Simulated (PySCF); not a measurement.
Species: C4H2N2S.
Atom-mapped SMILES: `[CH:1]#[C:2][c:3]1[cH:4][n:5][s:6][n:7]1`

Geometry (GFN2-xTB, Å), atoms numbered from 1 in this order:
```xyz
9
C4H2N2S angstrom
C      2.3742   -0.6484   -0.3132
C      1.2089   -0.4570   -0.0957
C     -0.1545   -0.2103    0.1482
C     -0.8655    0.9540   -0.2526
N     -2.1245    0.9270    0.1008
S     -2.4238   -0.4646    0.8884
N     -0.9298   -1.0676    0.7921
H      3.3914   -0.8202   -0.5039
H     -0.4627    1.7929   -0.7894
```

NICS = −σ at a ghost point: NICS(0) at the centroid of the ring atoms, NICS(1) 1 Å to either side along the normal of their mean plane, zz for the tensor component along that normal. Level: GIAO PBE0/pcSseg-1 (PySCF, non-relativistic, gas phase) on the GFN2-xTB geometry, one conformer.

Ring bond lengths (Å), with Mayer bond orders in brackets: C3–C4 1.422 (1.22), C4–N5 1.308 (1.59), N5–S6 1.627 (1.22), S6–N7 1.614 (1.24), N7–C3 1.323 (1.60).

Q: What do the NICS probes read (ppm)?

A: 
```tsv
ring	type	NICS(0)	NICS(1), two faces	NICS(1)zz, two faces	rms pucker (Å)	centre to ring atoms, mean (Å)
C3–C4–N5–S6–N7	5-membered ring with 2 N and S; formal bonds all aromatic	-14.6	-13.2 / -13.2	-33.2 / -33.2	0.00	1.24
```

Q: What can be read from them?

A: 
- C3–C4–N5–S6–N7: mean NICS(1)zz -33.2 ppm, shielded, aromatic by this magnetic criterion (flat ring, no four-coordinate atom).

Q: At the second NICS(1) probe listed for ring C3–C4–N5–S6–N7, 1 Å off the ring, how large is the induced field along the normal in 11.7 T applied along it?

A: NICSzz × B0 = -33.2 ppm × 11.7 T = -388 μT, against the applied field.

Q: How shielded are the nuclei of the rings and their hydrogens (means over atoms taken as equivalent)?

A: 
```csv
atoms,environment,σ isotropic (ppm),"principal values of the symmetric part, first atom (ppm)"
C3,substituted aromatic carbon,40.3,"-30.7, 36.5, 115.2"
C4,aromatic CH next to a ring nitrogen,29.2,"-47.8, 16.3, 119.2"
N5,pyridine-type nitrogen,-136.1,"-416.9, -200.1, 208.7"
S6,ring sulfur,-17.6,"-162.8, 47.2, 62.7"
N7,pyridine-type nitrogen,-138.3,"-429.1, -199.7, 214.1"
H9,aromatic hydrogen,23.02,"20.2, 23.1, 25.8"
```

Hardware: one thread of an Arm Neoverse N1, shared host with 64 logical CPUs at a one-minute load of 48. Cost: 18 s of wall time, 0.64 GiB resident at most. This is the whole shielding run at PBE0/pcSseg-1, SCF included.
